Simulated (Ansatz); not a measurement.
Geometry optimisation, RKS CAM-B3LYP-D4/def2-SVP (Ansatz).

Input file:

```yaml
crystal:
  periodic: [false, false, false]
  atoms:
    - { symbol: C, position_ang: [-1.4719, 0.2845, -0.4593] }
    - { symbol: Si, position_ang: [-0.0703, -0.7236, 0.0461] }
    - { symbol: "N", position_ang: [0.8793, 0.1562, 1.2678] }
    - { symbol: Al, position_ang: [2.1029, 0.2285, -0.2775] }
    - { symbol: H, position_ang: [-2.0408, -0.165, -1.3373] }
    - { symbol: H, position_ang: [-2.2208, 0.4517, 0.3813] }
    - { symbol: H, position_ang: [-1.1368, 1.3344, -0.7797] }
    - { symbol: H, position_ang: [-0.2808, -2.0903, 0.4594] }
    - { symbol: H, position_ang: [1.3383, -0.5461, 1.9541] }
    - { symbol: H, position_ang: [2.9839, 1.0186, -1.2519] }
basis:
  gaussian: { orbitals: def2-SVP }
hamiltonian:
  xc: cam_b3lyp
  dispersion: d4
relax:
  f_tol: 0.02
  max_steps: 50
```

Launched with:

```bash
$ ansatz run input.yaml --threads 2 --pin off --max-ram 3072MiB --backend cpu --events-out ev --progress --plain --runs-dir out
```

Question: Where does it end, and by what steps?

Answer: It converged. After 9 steps the energy has fallen by 1.672 eV; H9 moved furthest, 0.79 Å.

```json
{"step": "0", "energy less start (eV)": "0.0000", "largest force component (eV/Å)": "3.204", "accepted": "yes"}
{"step": "1", "energy less start (eV)": "-0.7748", "largest force component (eV/Å)": "1.740", "accepted": "yes"}
{"step": "2", "energy less start (eV)": "-1.1770", "largest force component (eV/Å)": "1.469", "accepted": "yes"}
{"step": "3", "energy less start (eV)": "-1.4534", "largest force component (eV/Å)": "1.223", "accepted": "yes"}
{"step": "4", "energy less start (eV)": "-1.6008", "largest force component (eV/Å)": "1.426", "accepted": "yes"}
{"step": "5", "energy less start (eV)": "-1.6619", "largest force component (eV/Å)": "0.370", "accepted": "yes"}
{"step": "6", "energy less start (eV)": "-1.6671", "largest force component (eV/Å)": "0.201", "accepted": "yes"}
{"step": "7", "energy less start (eV)": "-1.6712", "largest force component (eV/Å)": "0.111", "accepted": "yes"}
{"step": "8", "energy less start (eV)": "-1.6714", "largest force component (eV/Å)": "0.045", "accepted": "yes"}
{"step": "9", "energy less start (eV)": "-1.6716", "largest force component (eV/Å)": "0.013", "accepted": "yes"}
```

```xyz
10
Properties=species:S:1:pos:R:3
C -1.628 0.263 -0.361
Si 0.003 -0.650 -0.156
N 1.164 0.051 0.996
Al 2.135 0.157 -0.488
H -2.188 -0.137 -1.220
H -2.259 0.135 0.534
H -1.471 1.339 -0.523
H -0.334 -2.088 0.091
H 1.090 0.200 1.998
H 3.572 0.679 -0.868
```

Whether the end is a true minimum wasn't checked by a vibrational analysis.

Time of the run: 28 s on 2 threads of Arm Neoverse V1 (shared host), peak memory 0.23 GiB.
